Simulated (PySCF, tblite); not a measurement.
Compound: C₃H₈F₃PSi₂.
Z-matrix (Å and degrees, GFN2-xTB geometry), rows numbered from 1:
```
C 
C   1  1.3216
C   2  1.4915  1  124.27
Si  3  1.9199  2  108.98  1    93.87
P   4  2.2504  3  106.54  2    56.45
Si  4  2.2920  3  108.21  2   -68.60
F   6  1.5919  4  116.98  3    83.77
F   6  1.5906  4  117.44  3   -38.19
F   6  1.5918  4  114.08  3  -157.96
H   1  1.0780  2  121.65  3     2.58
H   1  1.0760  2  122.02  3  -178.37
H   2  1.0829  1  120.35  3   177.21
H   3  1.0893  2  110.13  1  -146.03
H   3  1.0900  2  110.28  1   -26.89
H   4  1.4767  3  109.48  2   172.19
H   5  1.3887  4   95.42  3   -83.70
H   5  1.3879  4   95.21  3  -176.54
```

Method: PBE0/pcSseg-1 in PySCF (dipole) on a GFN2-xTB geometry, gas phase.

Take the most abundant isotopes and a rigid rotor. The values belong to one conformer with, in the numbering `[CH2:1]=[CH:2][CH2:3][Si@H:4]([PH2:5])[Si:6]([F:7])([F:8])[F:9]`, C1–C2–C3–Si4 94°, C2–C3–Si4–P5 56°, C3–Si4–P5–H -84° and -177°.

Q: What are A, B and C (MHz)?

A: Ia = 455.47, Ib = 672.26, Ic = 884.76 u·Å²; 505379 MHz·u·Å²/I gives A = 1110, B = 751.8, C = 571.2 MHz.

Q: Classify the top.

A: An asymmetric top; Ray's κ = -0.329.

Q: Is it planar, by Δ = Ic − Ia − Ib?

A: Not planar: Δ = Ic − Ia − Ib = -242.97 u·Å². For a rigid frame Δ = −2 Σ m c², so Σ m c² = 121.48 u·Å² lies off the ab plane: 17.30 from hydrogen and 104.18 from heavier atoms. The atom farthest from that plane is 2.15 Å away.

Q: Give the other two planar moments, Paa and Pbb, and the rms extents of the mass along the axes.

A: Paa = Σ m a² = (Ib + Ic − Ia)/2 = 550.78 and Pbb = Σ m b² = (Ia + Ic − Ib)/2 = 333.98 u·Å². With the mass M = 187.99 u, the rms extents √(P/M) along a, b and c are 1.71, 1.33, 0.80 Å.

Q: Give the coordinates in the principal-axis frame, origin at the centre of mass.

A: The sense of each axis is arbitrary; atoms in the order of the calculation.
```json
{"atom": "C1", "mass (u)": "12.000", "a (Å)": "1.034", "b (Å)": "2.677", "c (Å)": "-0.799"}
{"atom": "C2", "mass (u)": "12.000", "a (Å)": "1.853", "b (Å)": "1.830", "c (Å)": "-0.200"}
{"atom": "C3", "mass (u)": "12.000", "a (Å)": "1.589", "b (Å)": "1.205", "c (Å)": "1.128"}
{"atom": "Si4", "mass (u)": "27.977", "a (Å)": "0.752", "b (Å)": "-0.502", "c (Å)": "0.860"}
{"atom": "P5", "mass (u)": "30.974", "a (Å)": "2.132", "b (Å)": "-1.693", "c (Å)": "-0.459"}
{"atom": "Si6", "mass (u)": "27.977", "a (Å)": "-1.354", "b (Å)": "-0.143", "c (Å)": "0.029"}
{"atom": "F7", "mass (u)": "18.998", "a (Å)": "-1.482", "b (Å)": "0.077", "c (Å)": "-1.542"}
{"atom": "F8", "mass (u)": "18.998", "a (Å)": "-2.170", "b (Å)": "1.094", "c (Å)": "0.607"}
{"atom": "F9", "mass (u)": "18.998", "a (Å)": "-2.360", "b (Å)": "-1.355", "c (Å)": "0.264"}
{"atom": "H10", "mass (u)": "1.008", "a (Å)": "0.120", "b (Å)": "3.006", "c (Å)": "-0.333"}
{"atom": "H11", "mass (u)": "1.008", "a (Å)": "1.249", "b (Å)": "3.087", "c (Å)": "-1.771"}
{"atom": "H12", "mass (u)": "1.008", "a (Å)": "2.764", "b (Å)": "1.511", "c (Å)": "-0.690"}
{"atom": "H13", "mass (u)": "1.008", "a (Å)": "2.524", "b (Å)": "1.069", "c (Å)": "1.671"}
{"atom": "H14", "mass (u)": "1.008", "a (Å)": "0.942", "b (Å)": "1.847", "c (Å)": "1.726"}
{"atom": "H15", "mass (u)": "1.008", "a (Å)": "0.656", "b (Å)": "-1.212", "c (Å)": "2.151"}
{"atom": "H16", "mass (u)": "1.008", "a (Å)": "1.669", "b (Å)": "-1.156", "c (Å)": "-1.653"}
{"atom": "H17", "mass (u)": "1.008", "a (Å)": "1.291", "b (Å)": "-2.792", "c (Å)": "-0.561"}
```

Q: Which lines would a microwave search look for?

A: The dipole components are |μa| = 2.58 D, |μb| = 0.00 D, |μc| = 0.80 D. The squared components, which scale the intensities, stand as 1.00 : 0.00 : 0.10 (a : b : c). Some lines, for components of 0.1 D or more:

| type | branch | J(Ka,Kc) | MHz | lower level (cm⁻¹) |
| --- | --- | --- | --- | --- |
| a | Q | 2(1,1) ← 2(1,2) | 542 | 0.138 |
| a | Q | 3(1,2) ← 3(1,3) | 1073 | 0.261 |
| c | Q | 2(2,1) ← 2(1,1) | 1073 | 0.156 |
| c | Q | 4(3,2) ← 4(2,2) | 1779 | 0.520 |
| c | R | 1(1,0) ← 0(0,0) | 1861 | 0.000 |
| c | Q | 3(3,1) ← 3(2,1) | 2029 | 0.333 |
| a | R | 2(1,2) ← 1(1,1) | 2465 | 0.056 |
| a | R | 3(1,3) ← 2(1,2) | 3669 | 0.138 |
| c | R | 2(2,0) ← 1(1,0) | 3953 | 0.062 |
| a | R | 3(2,2) ← 2(2,1) | 3969 | 0.192 |
| a | R | 3(2,1) ← 2(2,0) | 4156 | 0.194 |
| a | R | 3(1,2) ← 2(1,1) | 4200 | 0.156 |
| c | R | 3(2,2) ← 2(1,2) | 5584 | 0.138 |
| c | R | 3(3,0) ← 2(2,0) | 6196 | 0.194 |
| c | R | 3(3,1) ← 2(2,1) | 6239 | 0.192 |
| c | R | 4(1,3) ← 3(0,3) | 6704 | 0.257 |
| c | R | 4(3,1) ← 3(2,1) | 7471 | 0.333 |
| c | R | 4(4,1) ← 3(3,1) | 8441 | 0.400 |

Q: Estimate the classical rotational partition function at 50 K, 100 K and 500 K.

A: Point group C1, symmetry number σ = 1; q = (√π/σ)·√((kT/h)³/(ABC)), k/h = 20836.6 MHz/K: 86300 at 50 K, 244000 at 100 K, 2730000 at 500 K.

Its GFN2-xTB frequencies are all real (lowest 17 cm⁻¹). No vibrational averaging or centrifugal distortion is included, and the geometry carries the error of its method.

On one thread, Arm Neoverse N1 (aarch64) (shared host), this took 78 s and 1.1 GiB of memory at its peak. This is the PBE0/pcSseg-1 job that gave the dipole, with the shieldings it also computed.
